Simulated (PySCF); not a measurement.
# Basis-set dependence of population analyses: `[SiH3][Si]([SiH3])([SiH3])[SiH3]`

Species: Si₅H₁₂.
Geometry (PBE0-D3(BJ)/def2-SVP, Å), atoms numbered from 1 in this order:
```
atom  x, y, z in Å
Si1   -0.205   -1.025   -2.094
Si2   -0.009    0.009   -0.001
Si3   -0.131    2.333   -0.259
Si4   -1.729   -0.735    1.405
Si5    2.052   -0.563    0.956
H6    -1.522   -0.685   -2.717
H7    -0.113   -2.510   -1.943
H8     0.891   -0.561   -3.000
H9     0.028    3.008    1.066
H10   -1.454    2.719   -0.843
H11    0.956    2.801   -1.174
H12   -3.062   -0.390    0.822
H13   -1.644   -2.219    1.572
H14   -1.609   -0.091    2.749
H15    2.135   -2.045    1.145
H16    3.175   -0.125    0.070
H17    2.199    0.102    2.287
```

PBE0 throughout (PySCF), one geometry, spherical d and f functions. Geometry: PBE0-D3(BJ)/def2-SVP; no solvent, vibrations or thermal averaging. Atoms taken as equivalent share a column and are averaged.

Mulliken charges (e):

```csv
basis,functions,Si1/Si3/Si4/Si5,Si2,H6 (×12)
STO-3G,57,+0.342,+0.040,-0.117
6-31G,89,+0.350,-0.409,-0.083
pcSseg-0,89,+0.212,-0.697,-0.013
6-31G*,114,+0.215,-0.364,-0.041
def2-SVP,150,+0.230,-0.450,-0.039
cc-pVDZ,150,+0.127,-0.277,-0.019
pcSseg-1,180,+0.303,-0.630,-0.049
aug-cc-pVDZ,243,-1.140,+0.344,+0.351
"6-311+G(2d,p)",247,+0.030,+0.324,-0.037
def2-TZVP,257,+0.010,-0.009,-0.003
```

IAO charges (e):

```tsv
basis	functions	Si1/Si3/Si4/Si5	Si2	H6 (×12)
STO-3G	57	+0.388	-0.098	-0.121
6-31G	89	+0.184	-0.093	-0.054
pcSseg-0	89	+0.167	-0.168	-0.042
6-31G*	114	+0.293	-0.127	-0.087
def2-SVP	150	+0.305	-0.143	-0.090
cc-pVDZ	150	+0.288	-0.123	-0.086
pcSseg-1	180	+0.303	-0.140	-0.089
aug-cc-pVDZ	243	+0.287	-0.118	-0.086
6-311+G(2d,p)	247	+0.314	-0.131	-0.094
def2-TZVP	257	+0.319	-0.134	-0.095
```

**Question.** Which scheme is steadiest as the basis changes?

**Answer.** Largest range over the bases for any column: IAO 0.22 e, Mulliken 1.49 e. IAO charges move least and Mulliken charges most, counted in e. Without the minimal STO-3G basis the ranges are IAO 0.15, Mulliken 1.49 e.

**Question.** How much do the charges still move between the two largest bases, 6-311+G(2d,p) and def2-TZVP?

**Answer.** At most, over all atoms: Mulliken 0.333 e, IAO 0.006 e.

**Question.** What do the same runs give for the total energy and the frontier levels?

**Answer.** 
| basis | energy (Eh) | HOMO (eV) | LUMO (eV) |
| --- | --- | --- | --- |
| STO-3G | -1437.3342 | -5.56 | 5.14 |
| 6-31G | -1453.8309 | -8.04 | 0.13 |
| pcSseg-0 | -1452.3077 | -8.47 | 0.02 |
| 6-31G* | -1453.9557 | -7.95 | 0.01 |
| def2-SVP | -1453.5921 | -8.05 | -0.15 |
| cc-pVDZ | -1454.0404 | -7.96 | -0.11 |
| pcSseg-1 | -1453.9981 | -8.10 | -0.24 |
| aug-cc-pVDZ | -1454.0460 | -7.97 | -0.33 |
| 6-311+G(2d,p) | -1454.0951 | -8.00 | -0.36 |
| def2-TZVP | -1454.0949 | -7.99 | -0.37 |
